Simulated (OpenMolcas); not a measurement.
**Tb3+ in a point-charge field**

Tb3+ among 6 point charges of -0.5 e arranged as an octahedron (Oh), 3 Å from the ion.
```
   3.0000    0.0000    0.0000  -0.50
   0.0000    3.0000    0.0000  -0.50
  -3.0000    0.0000    0.0000  -0.50
   0.0000   -3.0000    0.0000  -0.50
   0.0000    0.0000    3.0000  -0.50
   0.0000    0.0000   -3.0000  -0.50
```

- Program: OpenMolcas
- Method: CASSCF
- Basis: ANO-RCC-VTZP [8s7p5d3f2g1h]
- Scalar Hamiltonian: DKH2, point nucleus
- Active space: 8 electrons in 7 orbitals (4f)
- State averaging: 2S+1 = 7 even, 7 roots; 2S+1 = 5 even, 62 roots kept (CI in the orbitals of an earlier block); 2S+1 = 3 even, 3 roots kept (CI in the orbitals of an earlier block, 0 in the spin-orbit step)
- Spin-orbit coupling: RASSI with atomic mean-field integrals over the reference wave functions

The lowest spin-free states (labels of O, the rotations of Oh), above the lowest:

```json
{"State": "7A2", "Degeneracy": "1", "E (cm-1)": "0.0", "Free-ion L (%)": "F (100)"}
{"State": "7T2", "Degeneracy": "3", "E (cm-1)": "35.7", "Free-ion L (%)": "F (100)"}
{"State": "7T1", "Degeneracy": "3", "E (cm-1)": "69.7", "Free-ion L (%)": "F (100)"}
{"State": "5E", "Degeneracy": "2", "E (cm-1)": "25688", "Free-ion L (%)": "D (100)"}
{"State": "5T2", "Degeneracy": "3", "E (cm-1)": "25690", "Free-ion L (%)": "D (100)"}
{"State": "5A1", "Degeneracy": "1", "E (cm-1)": "29358", "Free-ion L (%)": "L (100)"}
{"State": "5T1", "Degeneracy": "3", "E (cm-1)": "29360", "Free-ion L (%)": "L (100)"}
{"State": "5E", "Degeneracy": "2", "E (cm-1)": "29361", "Free-ion L (%)": "L (100)"}
{"State": "5T2", "Degeneracy": "3", "E (cm-1)": "29385", "Free-ion L (%)": "L (100)"}
{"State": "5T1", "Degeneracy": "3", "E (cm-1)": "29396", "Free-ion L (%)": "L (100)"}
{"State": "5E", "Degeneracy": "2", "E (cm-1)": "29404", "Free-ion L (%)": "L (100)"}
{"State": "5T2", "Degeneracy": "3", "E (cm-1)": "29407", "Free-ion L (%)": "L (100)"}
{"State": "5T2", "Degeneracy": "3", "E (cm-1)": "30717", "Free-ion L (%)": "G (100)"}
{"State": "5E", "Degeneracy": "2", "E (cm-1)": "30729", "Free-ion L (%)": "G (100)"}
{"State": "5T1", "Degeneracy": "3", "E (cm-1)": "30733", "Free-ion L (%)": "G (100)"}
{"State": "5A1", "Degeneracy": "1", "E (cm-1)": "30737", "Free-ion L (%)": "G (100)"}
{"State": "5T1", "Degeneracy": "3", "E (cm-1)": "35482", "Free-ion L (%)": "H (100)"}
{"State": "5E", "Degeneracy": "2", "E (cm-1)": "35487", "Free-ion L (%)": "H (100)"}
{"State": "5T2", "Degeneracy": "3", "E (cm-1)": "35513", "Free-ion L (%)": "H (100)"}
{"State": "5T1", "Degeneracy": "3", "E (cm-1)": "35524", "Free-ion L (%)": "H (100)"}
```

The lowest levels with spin-orbit coupling:

```
E (cm-1)  Degeneracy  Label  2S+1     J  |mJ| (%)
     0.0           1     A1     7  6.00    4 (87)
     3.5           3     T1     7  6.00    4 (33)
     7.5           3     T2     7  6.00    5 (40)
    22.4           1     A2     7  6.00    2 (69)
    27.0           3     T2     7  6.00    1 (54)
    28.5           2      E     7  6.00    0 (44)
    1984           3     T1     7  5.00    5 (35)
    1990           3     T2     7  5.00    2 (33)
    2002           2      E     7  5.00    2 (50)
    2005           3     T1     7  5.00    3 (58)
    3349           1     A1     7  4.00    0 (58)
    3355           3     T1     7  4.00    1 (58)
    3360           2      E     7  4.00    2 (50)
    3379           3     T2     7  4.00    3 (58)
    4446           3     T1     7  3.00    3 (42)
    4452           3     T2     7  3.00    1 (42)
    4458           1     A2     7  3.00   2 (100)
    5280           3     T2     7  2.00    1 (67)
    5301           2      E     7  2.00    2 (50)
    5863           3     T1     7  1.00    1 (67)
```

Powder χT (cm3 K/mol): 7.81 at 2 K, 11.1 at 10 K, 11.7 at 50 K, 11.8 at 100 K, 11.8 at 200 K, 11.8 at 300 K. The effective moment at 300 K is 2.828 √(χT) = 9.71 μB.

Hund's rules give f8 the level 7F6 with g = 1.500, so an isolated free-ion multiplet has χT = g² J(J+1) / 8 = 11.812 cm3 K/mol. The computed 11.796 at 300 K differs by 0 %, through the field's splitting, the mixing of terms and any other multiplet in reach.

Stevens parameters of the J = 6 multiplet, which is 28 cm-1 wide (cm-1, z along the main axis): B40 = 1.974e-03, B44 = 9.871e-03, B60 = -1.803e-07, B64 = 3.792e-06.

High states are left out of the spin-orbit mixing, which shifts the levels that they would mix with. This is an electrostatic model: the charges have no orbitals. The first state left out of the spin-orbit step lies near 46000 cm-1 above the lowest spin-free state of the reference (among the parities and spins computed), and the lists stop at four fifths of that energy or lower. No measured value stands beside these numbers.
